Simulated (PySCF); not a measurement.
NSi, SMILES N#[Si], multiplicity 2. Geometry optimised at PBE0-D3(BJ)/def2-TZVPD.

Level of theory: PBE0-D3(BJ)/def2-TZVPD (PySCF).

Harmonic wavenumbers (cm⁻¹): 1197. Rotational constants (GHz): 22.11 (linear); symmetry number 1.

Question: Work out the zero-point energy and the ideal-gas rigid-rotor harmonic-oscillator thermochemistry at 298.15 K and 1 atm.

Answer: ZPE = ½ Σ hcν = ½ × 1197 cm⁻¹ = 7.16 kJ/mol. H − E(el) = 15.88 kJ/mol. Entropy in J/(mol K): translation 155.39, rotation 55.19, vibration 0.17, spin 5.76, total 216.52. G − E(el) = -48.67 kJ/mol. Cp = 29.97 J/(mol K).
